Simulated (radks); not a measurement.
Problem. The table gives one normalised radial function P(r) = r R(r) of Cs3.5+ in [Kr] 4d10 5p(up 2, down 2) 5s(up 0.75, down 0.75) (r in bohr). Method: scalar-relativistic Kohn-Sham, BLYP, spin-polarised, spherical densities, point nucleus; computed with a radial shooting solver on a logarithmic mesh with Libxc functionals.

r,P
0.003208,0.0112
0.004244,0.0182
0.005616,0.0294
0.00743,0.0472
0.009831,0.0748
0.0129,0.1149
0.01707,0.1739
0.02259,0.2535
0.02989,0.3502
0.03955,0.4477
0.05233,0.5094
0.06924,0.4763
0.09161,0.2852
0.1212,-0.0790
0.1591,-0.5002
0.2105,-0.7603
0.2785,-0.5712
0.3685,0.1107
0.4876,0.9278
0.6452,1.3446
0.8537,1.1483
1.13,0.6418
1.495,0.2328
1.962,0.0539
2.596,0.0065
3.434,0.0003
4.544,0.0000
6.012,0.0000

Which n and l does it have? It may be an empty orbital.

Solution. n = 4, l = 1: the number of nodes gives n - l - 1 = 2, the rise at small r (about r^(l+1), flatter next to the nucleus through relativity) gives l, and the extent must fit the shell. The curve is that of 4p. 4p: eigenvalue -197.55 eV, 2 radial nodes at r = 0.115, 0.355 bohr, <r> = 0.738 bohr, 90 % of the charge inside 1.08 bohr.
